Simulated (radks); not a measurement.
Values are calculated unless marked as measured or tabulated.
Q: Valence configurations of Pr3+ (all share [Xe]). Code: a radial shooting solver on a logarithmic mesh with Libxc functionals. Model: scalar-relativistic Kohn-Sham, r2SCAN, spin-polarised, spherical densities, finite nucleus; open shells are filled with parallel spins first (spin-orbit coupling, left out, can overturn this in heavy ions); meta-GGA in the generalised Kohn-Sham scheme; Fermi nuclear charge, rms radius 4.8919 fm. Order these by energy: 4f1 5d1; 4f2; 5d1 6p1; 4f1.5 5d0.5; 4f1 6p1; 6s1 6p1; 4f1 6s1; 6p2; 5d2; 4f1.5 6p0.5.

A: From the lowest, in eV above it: 4f2 0.000; 4f1.5 5d0.5 3.763; 4f1.5 6p0.5 8.021; 4f1 5d1 8.544; 4f1 6s1 12.794; 4f1 6p1 17.803; 5d2 21.546; 5d1 6p1 32.452; 6s1 6p1 38.200; 6p2 43.682. NIST lists [Xe] 4f2 as the ground configuration; this level of theory agrees among the configurations tried. The energies are those of spherical high-spin densities, not of single terms.
